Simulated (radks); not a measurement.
Problem. All-electron atom: Hg2+ in [Xe] 4f14 5d5 6p5 (not the ground configuration). Calculated with a radial shooting solver on a logarithmic mesh with Libxc functionals: scalar-relativistic Kohn-Sham, r2SCAN, spin-polarised, spherical densities, finite nucleus; open shells are filled with parallel spins first (spin-orbit coupling, left out, can overturn this in heavy ions); meta-GGA in the generalised Kohn-Sham scheme; Fermi nuclear charge, rms radius 5.4648 fm. Some entries of the table are withheld. Estimate them.

| orbital | occ. | eigenvalue (eV) | r(max) (bohr) | <1/r> (bohr^-1) |
|---|---|---|---|---|
| 1s up | 1 | -83289.25 | 0.01022 | 97.53 |
| 1s down | 1 | -83289.23 | 0.01022 | 97.53 |
| 2s up | 1 | -14832.60 | 0.05913 | 22.90 |
| 2s down | 1 | -14831.79 | 0.05913 | 22.90 |
| 2p up | 3 | -12797.33 | 0.04906 | 20.28 |
| 2p down | 3 | -12796.67 | 0.04906 | 20.28 |
| 3s up | 1 | -3568.955 | 0.1666 | 8.501 |
| 3s down | 1 | -3568.820 | 0.1666 | 8.501 |
| 3p up | 3 | -2978.360 | 0.1662 | 7.730 |
| 3p down | 3 | -2978.156 | 0.1662 | 7.729 |
| 3d up | 5 | -2355.280 | 0.1356 | 7.258 |
| 3d down | 5 | -2354.765 | 0.1356 | 7.258 |
| 4s up | 1 | -830.1155 | 0.3756 | 3.641 |
| 4s down | 1 | -829.4333 | 0.3757 | 3.639 |
| 4p up | 3 | -635.5690 | 0.3955 | 3.287 |
| 4p down | 3 | -634.9788 | 0.3956 | 3.285 |
| 4d up | 5 | -403.4758 | 0.4026 | 2.948 |
| 4d down | 5 | -402.7595 | 0.4028 | 2.947 |
| 5s up | 1 | -169.9441 | 0.8276 | 1.512 |
| 5s down | 1 | -165.4162 | 0.8222 | 1.531 |
| 4f up | 7 | (1) | 0.3673 | 2.535 |
| 4f down | 7 | (2) | 0.3673 | 2.542 |
| 5p up | 3 | -116.4219 | 0.9211 | 1.310 |
| 5p down | 3 | -110.8470 | 0.9134 | 1.327 |
| 5d up | 5 | -53.3034 | 1.102 | 1.022 |
| 5d down | 0 | -47.1158 | 1.090 | 1.021 |
| 6p up | 3 | -23.7143 | 2.243 | 0.5147 |
| 6p down | 2 | -21.9009 | 2.323 | 0.4852 |

Solution. 
(1) 4f up eigenvalue (eV): -146.6187
(2) 4f down eigenvalue (eV): -145.6131
